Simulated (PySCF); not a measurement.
## Energy of Zr⁻ (zirconium, charge -1) between two integer charges

The 4d alpha orbital of [Kr] 4d3 5s2 is emptied in steps (occupation f), with all orbitals relaxed, ending at [Kr] 4d2 5s2. Calculation: PySCF 2.14, in def2-TZVPPD with the def2 core potential (28 electrons) (6s4p3d2f1g, 56 functions); a scalar-relativistic core potential. The exact energy is a straight line in f; departures are measured from the line between the end points of the same method.

```csv
f,HSE06 (eV)
1,0.000
0.75,-0.413
0.5,-0.555
0.25,-0.418
0,0.000
```

```csv
method,E(f=0) − E(f=1) (eV),−ε at f=1 (eV),−ε at f=0.5 (eV)
HSE06,0.536,-1.651,0.522
```

Orbital energy along the path (eV):

| f | HSE06 |
| --- | --- |
| 1 | 1.651 |
| 0.75 | 0.578 |
| 0.5 | -0.522 |
| 0.25 | -1.646 |
| 0 | -2.760 |

At f = 1 the orbital energy is positive for HSE06: only the finite basis holds the electron.

Reference removal energy between the ground levels: 0.433 eV (measured; photodetachment measurements, as compiled on the Wikipedia data page of electron affinities). The calculation has no spin-orbit coupling. The determinant left behind need not be the lowest term of the ion.
